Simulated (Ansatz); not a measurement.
Results of the Gaussian-basis code of Ansatz.

AlH8NOSi2, SMILES `[NH2][Al]([SiH3])[SiH2]O` at its PBE0-D4/def2-TZVP geometry, where that method's forces vanish. Total charge 0; spin multiplicity 1.

```tsv
atom	x (Å)	y (Å)	z (Å)
N1	-1.663	-0.510	-1.055
Al2	-0.085	-0.085	-0.368
Si3	1.665	0.628	-1.939
Si4	0.072	-0.253	2.090
O5	-1.410	-0.514	2.805
H6	-1.897	-0.490	-2.035
H7	-2.442	-0.859	-0.518
H8	2.877	-0.236	-1.835
H9	1.212	0.585	-3.360
H10	2.112	2.025	-1.660
H11	0.728	0.957	2.679
H12	0.900	-1.418	2.510
H13	-2.070	0.169	2.684
```

Q: For each bond, give half the difference of the two atoms' forces along it (eV/Å; positive pushes the atoms apart) under PBE-D4, r2SCAN-D4, B3LYP-D4, ωB97M-V in def2-TZVPP. (Estimate.)

A: The calculation gave: 
```json
{"bond": "N1–Al2", "length (Å)": "1.772", "PBE-D4": "0.11", "r2SCAN-D4": "0.02", "B3LYP-D4": "0.05", "ωB97M-V": "0.05"}
{"bond": "N1–H6", "length (Å)": "1.008", "PBE-D4": "0.21", "r2SCAN-D4": "0.03", "B3LYP-D4": "0.00", "ωB97M-V": "-0.01"}
{"bond": "N1–H7", "length (Å)": "1.008", "PBE-D4": "0.21", "r2SCAN-D4": "0.02", "B3LYP-D4": "0.00", "ωB97M-V": "-0.01"}
{"bond": "Al2–Si3", "length (Å)": "2.457", "PBE-D4": "-0.15", "r2SCAN-D4": "-0.02", "B3LYP-D4": "0.03", "ωB97M-V": "0.03"}
{"bond": "Al2–Si4", "length (Å)": "2.469", "PBE-D4": "-0.20", "r2SCAN-D4": "-0.03", "B3LYP-D4": "-0.02", "ωB97M-V": "-0.04"}
{"bond": "Si3–H8", "length (Å)": "1.492", "PBE-D4": "0.10", "r2SCAN-D4": "-0.01", "B3LYP-D4": "-0.06", "ωB97M-V": "-0.10"}
{"bond": "Si3–H9", "length (Å)": "1.492", "PBE-D4": "0.09", "r2SCAN-D4": "-0.01", "B3LYP-D4": "-0.06", "ωB97M-V": "-0.09"}
{"bond": "Si3–H10", "length (Å)": "1.492", "PBE-D4": "0.10", "r2SCAN-D4": "-0.01", "B3LYP-D4": "-0.06", "ωB97M-V": "-0.10"}
{"bond": "Si4–O5", "length (Å)": "1.666", "PBE-D4": "0.34", "r2SCAN-D4": "0.07", "B3LYP-D4": "0.17", "ωB97M-V": "0.17"}
{"bond": "Si4–H11", "length (Å)": "1.498", "PBE-D4": "0.04", "r2SCAN-D4": "-0.02", "B3LYP-D4": "-0.09", "ωB97M-V": "-0.13"}
{"bond": "Si4–H12", "length (Å)": "1.490", "PBE-D4": "0.09", "r2SCAN-D4": "-0.01", "B3LYP-D4": "-0.10", "ωB97M-V": "-0.14"}
{"bond": "O5–H13", "length (Å)": "0.958", "PBE-D4": "0.35", "r2SCAN-D4": "0.02", "B3LYP-D4": "-0.02", "ωB97M-V": "-0.06"}
```

B3LYP here is the variant with VWN-RPA as its local correlation; programs differ in this.
